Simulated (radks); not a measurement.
Charge is removed step by step from the 4p3/2 level of Mo2+, starting from [Ar] 3d10 4s2 4p(1/2: 2, 3/2: 4) 4d4. All-electron calculation, Dirac Kohn-Sham, BLYP, spin-unpolarised, spherical densities, finite nucleus; open shells fill j = l - 1/2 first; Fermi nuclear charge, rms radius 4.4091 fm. Program: a radial shooting solver on a logarithmic mesh with Libxc functionals.

removed (e)  E - E(0) (eV)  eigenvalue (eV)  E minus straight line (eV)
0                    0.000          -55.683                       0.000
0.1                  5.639          -57.100                      -0.659
0.2                 11.421          -58.533                      -1.176
0.3                 17.346          -59.982                      -1.549
0.4                 23.418          -61.446                      -1.776
0.5                 29.636          -62.925                      -1.856
0.6                 36.003          -64.418                      -1.787
0.7                 42.520          -65.924                      -1.568
0.8                 49.188          -67.443                      -1.199
0.9                 56.009          -68.975                      -0.676
1                   62.984          -70.519                       0.000

Removing the whole electron costs 62.984 eV by Delta-SCF, against 55.683 eV from minus the eigenvalue at the starting occupation. Slater's transition state (half an electron removed) gives 62.925 eV. Integrating minus the eigenvalue over the occupation (Janak's theorem) gives 62.984 eV. The mean slope of the eigenvalue, de/dn, is 14.8 eV per electron.
